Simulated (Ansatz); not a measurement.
[CuF2]- (CuF₂⁻). Total charge -1; singlet. Geometry PBE0-D4/def2-TZVPD, basis def2-TZVPD, Ansatz.

```xyz
3

Cu    0.000    0.000    0.000
F    -1.734   -0.462   -0.191
F     1.734    0.462    0.190
```

```
run  HOMO (eV)  LUMO (eV)
  A      -2.70       4.63
  B      -1.09       4.10
  C       0.09       3.41
  D       0.27       3.81
  E      -0.98       3.84
```

B3LYP takes the VWN-RPA correlation.

Question: The runs used B3LYP, B97M-V, CAM-B3LYP, PBE0, r2SCAN. Estimate which is which.

Answer: A CAM-B3LYP (range-separated); B PBE0 (25 % exact exchange); C B97M-V (0 % exact exchange); D r2SCAN (0 % exact exchange); E B3LYP (20 % exact exchange). Exact exchange lowers occupied and raises empty levels; among semilocal functionals meta-GGAs tend to open the gap a little, and such runs are hard to tell apart. The gap grows from 3.33 eV (B97M-V) to 7.33 eV (CAM-B3LYP). The restricted singlet is unstable towards broken spin symmetry in Hartree–Fock (as tested in another run); at CAM-B3LYP-D4/def2-TZVPD, PBE0-D4/def2-TZVPD, B97M-V/def2-TZVPD, r2SCAN-D4/def2-TZVPD and others this wasn't settled. At B97M-V/def2-TZVPD, r2SCAN-D4/def2-TZVPD the highest occupied level of the charge -1 singlet lies above zero (up to 0.27 eV). By energy differences its removal costs 3.60 eV (vertical, to the charge 0 doublet, at r2SCAN-D4/def2-TZVPD), and other spins of that charge weren't run; a positive level beside a positive removal energy at the same level points to self-interaction error.
